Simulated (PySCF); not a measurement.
N³⁺ (nitrogen, charge +3): MN15 calculation

Configuration: [He] 2s2, closed-shell 1S. Calculation: PySCF 2.14, in x2c-TZVPall (5s3p2d1f, 31 functions); scalar relativity by spin-free X2C-1e.

```
Total energy                        : -51.2096 hartree
One-electron energy                 : -60.4374 hartree
Hartree (Coulomb) energy            : 14.4613 hartree
Exchange-correlation energy         : -5.2335 hartree
⟨S²⟩                                : 0.0000
⟨L²⟩                                : 0.000
Sum of ⟨r⟩                          : 2.665 bohr
Sum of ⟨r²⟩                         : 3.001 bohr²
Langevin diamagnetic susceptibility : -2.38 ×10⁻⁶ cm³/mol
Time after the integrals            : 0.3 s of wall time on 1 thread of Neoverse-N1 (shared host)
```

```tsv
shell	electrons	mean orbital energy (eV)	rms radius, mean of both spins (bohr)
1s	2	-453.87	0.266
2s	2	-71.291	1.20
```
